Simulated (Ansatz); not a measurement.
Consider the ligand exchange at the Hf–O bond: `[NH2][Hf]([OH])([OH])[OH]` + NH₃ → `[NH2][Hf]([NH2])([OH])[OH]` + H₂O.

Gas-phase electronic energies from Ansatz, PBE0-D4/def2-TZVP geometries. CCSD(T)/CBS adds triple-zeta CCSD(T) − MP2 to the extrapolated MP2 energy (def2 sets, frozen cores). This one scheme is used for every species. Functionals use def2-TZVPP. Elements past krypton have def2 core potentials. For Hf outer-core shells are correlated without core-valence functions, which leaves a few kJ/mol of doubt a bond. One conformer a species, not always the lowest.

```tsv
level	ΔE (kcal/mol)
revPBE	16.3
r2SCAN	16.9
BHLYP	17.3
HF/def2-TZVPP	17.6
```

Question: What does CCSD(T)/CBS give? (Best estimate.)

Answer: Computed: +15.3 kcal/mol. The listed levels differ from it by 1.0, 1.6, 2.0, 2.3 kcal/mol.

Largest T1 diagnostic among the species: 0.015.

Leaving LDA and LC-ωPBE aside and taking each functional with its dispersion term where it has one, the values, not all of them listed here, spread over 1.6 kcal/mol, from revPBE-D4 to B97M-V. At CCSD(T), def2-SVP lies +2.4 kcal/mol from the extrapolated value and def2-TZVPP +0.4 kcal/mol. In def2-TZVPP, CCSD(T) changes the Hartree–Fock value by −2.0 kcal/mol (the triples alone add −0.2 kcal/mol) and MP2 by −1.9 kcal/mol.
